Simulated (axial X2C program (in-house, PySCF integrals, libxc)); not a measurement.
## MoSH⁺: the levels of the configuration d4 s0 p(π)0

Calculated with an in-house all-electron X2C program for linear molecules (integrals from PySCF): two-component X2C with atomic mean-field Coulomb and Gaunt terms, basis Mo dyall-v3z, S dyall-v3z, H dyall-v3z (cores contracted in-house). Orbitals come from Hartree–Fock averaged over the configuration Mo d4 s0 p(π)0; CI then distributes these electrons over the d, s, p(π) shells of Mo.

Mo–S–H held linear, bonds 2.252 and 1.340 Å (the second held) (near the minimum of the configuration average).

Active spinors (ω > 0):

```csv
shell,ω,ε (eV),character
d,3/2,-9.31,100% Mo d
d,5/2,-9.16,100% Mo d
d,1/2,-8.96,"81% Mo d, 9% Mo s, 3% S p"
d,1/2,-8.71,"83% Mo d, 8% S p, 3% Mo p"
d,3/2,-8.65,"83% Mo d, 9% S p, 3% Mo p"
s,1/2,-1.63,"87% Mo s, 7% Mo p"
p(π),1/2,-2.93,"89% Mo p, 5% Mo d"
p(π),3/2,-2.89,"89% Mo p, 5% Mo d"
```

Lowest levels of this model:

| Ω | energy (cm⁻¹) | g∥ | configuration |
| --- | --- | --- | --- |
| 1 | 0 | 5.72 | 100% d4 |
| 0 | 42 | 0.00 | 100% d4 |
| 0 | 235 | 0.00 | 100% d4 |
| 1 | 325 | 2.31 | 100% d4 |
| 2 | 512 | 6.05 | 100% d4 |
| 3 | 761 | 10.00 | 100% d4 |
| 2 | 2605 | 7.95 | 100% d4 |
| 1 | 2652 | 3.97 | 100% d4 |
| 0 | 2667 | 0.00 | 100% d4 |
| 0 | 7025 | 0.00 | 100% d4 |
| 0 | 7026 | 0.00 | 100% d4 |
| 1 | 7371 | 0.01 | 100% d4 |
| 2 | 7692 | 4.00 | 100% d4 |
| 3 | 7993 | 8.00 | 100% d4 |
| 4 | 8277 | 11.98 | 100% d4 |
| 0 | 13525 | 0.00 | 100% d4 |
| 0 | 13993 | 0.00 | 100% d4 |
| 0 | 14035 | 0.00 | 100% d4 |
| 3 | 14069 | 7.60 | 100% d4 |
| 2 | 14108 | 5.41 | 100% d4 |
| 4 | 14649 | 6.44 | 100% d4 |
| 4 | 14987 | 9.59 | 100% d4 |
| 5 | 15105 | 10.08 | 100% d4 |
| 3 | 15121 | 6.33 | 100% d4 |
| 6 | 15509 | 13.98 | 100% d4 |
| 4 | 16635 | 9.85 | 100% d4 |
| 5 | 17197 | 11.88 | 100% d4 |
| 5 | 20425 | 10.14 | 100% d4 |
| 6 | 21887 | 12.03 | 100% d4 |
| 5 | 22077 | 11.92 | 100% d4 |

g∥ is the magnitude of 2⟨Lz + ge Sz⟩ for the +Ω component.

(1) From Ω and g∥ of the lowest level, whose 2⟨Lz + ge Sz⟩ is positive, find ⟨Sz⟩ and ⟨Lz⟩ (ge = 2.0023).

Occupations of the active spinors in the lowest level by ω, shell by shell in order of energy: -5/2: 0.03; -3/2: 0.97 0.01 0.00; -1/2: 0.18 0.79 0.00 0.00; 1/2: 0.91 0.07 0.00 0.00; 3/2: 0.04 0.04 0.00; 5/2: 0.96. The leading determinant has weight 0.73 among 269.

This point took 1 s on 1 thread of Arm Neoverse V2, with other jobs on the host.

There is no dynamic correlation: spin–orbit spacings and, for f shells, spacings inside one term are the most reliable numbers, splittings between terms come out too wide, and energies between configurations are not reliable, so the lowest level need not be the ground state of the molecule. For d shells the ligand-field splittings (σ, π, δ) and their order can be off by a thousand cm⁻¹ or more. At most 4 roots were kept for each Ω > 0 (twice that for Ω = 0) within 3.2 eV of the lowest, so higher up levels can be missing between those listed; levels with Ω > 0 are doubly degenerate and listed once, Ω = 0 levels singly. Some active spinors are only partly of the character that their shell is named for, so the shell names and counts are nominal. States that fill the shells left empty in the average are placed too high. The molecule was held linear; bending was not examined. Hydrosulfides and their kin are strongly bent in nature, so this linear model does not describe the real molecule.

Results:

(1) Ω = ⟨Lz⟩ + ⟨Sz⟩ = 1 and ⟨Lz⟩ + ge⟨Sz⟩ = 2.860, so ⟨Sz⟩ = 1.86 and ⟨Lz⟩ = -0.86.
